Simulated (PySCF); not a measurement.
Compound: C7H10SSi.
SMILES: `[SiH3]Cc1cccc(S)c1`

Torsions of this conformer, `[SiH3:1][CH2:2][c:3]1[cH:4][cH:5][cH:6][c:7]([SH:8])[cH:9]1`: Si1–C2–C3–C4 -90°, H–S8–C7–C6 0°.

The closed-shell ground state was solved at several levels (PySCF, density fitting, gas phase, non-relativistic). The structure is a single PBE0-D3(BJ)/def2-SVP conformer in the gas phase; no vibrational or solvent corrections.

```csv
level,basis functions,HOMO (eV),LUMO (eV),gap (eV),dipole (D)
PBE0/def2-SVPD,271,-6.36,-0.52,5.84,1.20
PBE0/pcSseg-1,217,-6.35,-0.43,5.92,1.20
```

Q: Estimate the row for CAM-B3LYP/pcSseg-1, a basis of 217 functions; the other rows only guide the guess.

A: HOMO -7.51 eV, LUMO 0.68 eV, gap 8.19 eV, dipole 1.21 D.

Q: Over all these levels, which gives the widest orbital gap and which the narrowest?

A: CAM-B3LYP/pcSseg-1 (range-separated hybrid) has the widest, 8.19 eV, and PBE0/def2-SVPD (global hybrid, 25 % exact exchange) the narrowest, 5.84 eV. Functional and basis both differ between the two, so the spread mixes both effects.

Q: How far do the dipole and the HOMO energy spread over the levels?

A: The dipole runs from 1.20 to 1.21 D (mean 1.20 D) and the HOMO from -7.51 to -6.35 eV.
